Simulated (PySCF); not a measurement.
## Electronic structure of Sb (antimony, neutral) at the LDA level

Configuration: [Kr] 4d10 5s2 5p3, high-spin 4S determinant. Calculation: PySCF 2.14, in def2-SVP with the def2 core potential (28 electrons) (4s4p2d, 26 functions); scalar relativity through the core potential.

* Total energy: -239.8303 hartree
* One-electron energy: -419.5976 hartree
* Hartree (Coulomb) energy: 198.7383 hartree
* Exchange-correlation energy: -18.9710 hartree
* ⟨S²⟩: 3.7504
* ⟨L²⟩: 0.000
* Sum of ⟨r⟩: 30.23 bohr
* Sum of ⟨r²⟩: 58.09 bohr²
* Time after the integrals: 0.14 s of wall time on 1 thread of Intel(R) Xeon(R) Platinum 8559C (shared host)

| shell | electrons | mean orbital energy (eV) | rms radius, mean of both spins (bohr) |
| --- | --- | --- | --- |
| 4s α | 1 | -149.32 | 0.848 |
| 4s β | 1 | -149.15 | 0.848 |
| 4p α | 3 | -102.27 | 0.918 |
| 4p β | 3 | -102.09 | 0.918 |
| 4d α | 5 | -32.923 | 1.12 |
| 4d β | 5 | -32.604 | 1.12 |
| 5s α | 1 | -13.595 | 2.36 |
| 5s β | 1 | -11.997 | 2.36 |
| 5p α | 3 | -5.435 | 3.05 |

Energies and moments cover only the electrons outside the core potential.
